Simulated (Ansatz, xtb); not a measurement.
**Ranking isomers of AgB2GeH**

6 gas-phase structures of AgB2GeH, found in a search over its isomers (lower ones may exist). Each was relaxed with GFN2-xTB:

A. `B=[B][Ge][Ag]`, a singlet
B. a singlet given by its coordinates
C. `[Ag][B]1[BH][Ge]1`, a triplet
D. `[Ag][B]1[BH][Ge]1`, a singlet
E. a singlet given by its coordinates
F. `[GeH][B]=[B][Ag]`, a triplet

E (Å):

```yaml
atoms:
  - { symbol: Ag, position_ang: [1.3916, 0.9991, 0.4388] }
  - { symbol: B, position_ang: [0.0974, -0.8297, -0.0256] }
  - { symbol: B, position_ang: [-0.5709, 0.2855, 0.7931] }
  - { symbol: Ge, position_ang: [-2.1937, -0.6583, 0.9140] }
  - { symbol: H, position_ang: [0.4757, -1.7547, -0.6403] }
```

Close contacts (Å): Ag1–B2 2.29, Ag1–B3 2.12, B2–B3 1.54, B2–Ge4 2.48, B3–Ge4 1.88, B2–H5 1.17.

B (Å):

```xyz
5

Ag    0.6704    1.1251    0.6738
B    -1.2413   -0.0417    1.2659
B    -0.0933   -0.9203    0.8427
Ge   -1.5807    1.8275    1.4589
H     0.6679   -1.7652    0.5511
```

Close contacts (Å): Ag1–B2 2.32, Ag1–B3 2.19, Ag1–Ge4 2.49, B2–B3 1.51, B2–Ge4 1.91, B3–H5 1.17.

Q: Which do you expect lowest at r2SCAN-D4/def2-SVP, and how would the others follow?

A: Calculated order at r2SCAN-D4/def2-SVP: E (0.0), B (3.9), C (13.8), D (18.9), A (29.6), F (56.2) kcal/mol.

Energies above the lowest of each column, in kcal/mol; the last columns are at PBE0-D3(BJ)/def2-SVP geometries and were run for some of them only (a dash: not run or not comparable):

| structure | GFN2-xTB | HF/STO-3G | r2SCAN-D4/def2-SVP | PBE0-D3(BJ)/def2-SVP | CCSD(T)/def2-TZVP |
| --- | --- | --- | --- | --- | --- |
| E | 8.9 | 20.8 | 0.0 | 0.0 | 0.0 |
| B | 0.0 | 0.0 | 3.9 | 5.0 | 4.3 |
| C | – | – | 13.8 | 16.5 | – |
| D | 27.5 | 32.7 | 18.9 | – | – |
| A | 19.1 | 58.2 | 29.6 | – | – |
| F | – | – | 56.2 | – | – |

CCSD(T)/def2-TZVP puts E lowest of those it was run on; GFN2-xTB picks B, HF/STO-3G picks B. Some further structures that were screened fall inside this span and aren't listed. Flexible structures stand in one conformer each, not always the lowest. Frequencies (PBE0-D3(BJ)/def2-SVP) were run for B, E alone. GFN2-xTB has no spin polarisation and isn't compared across spin states. Open shells are spin-unrestricted. Atoms past krypton carry core potentials in the def2 sets, without spin–orbit terms.

Over these structures GFN2-xTB departs from r2SCAN-D4/def2-SVP by 8.0 kcal/mol on average once a common shift is removed. A GFN2-xTB relaxation took about 0.48 s and the r2SCAN-D4/def2-SVP energy about 5.7 s on a shared host (Ansatz 0.2.0, xtb 6.7.1).
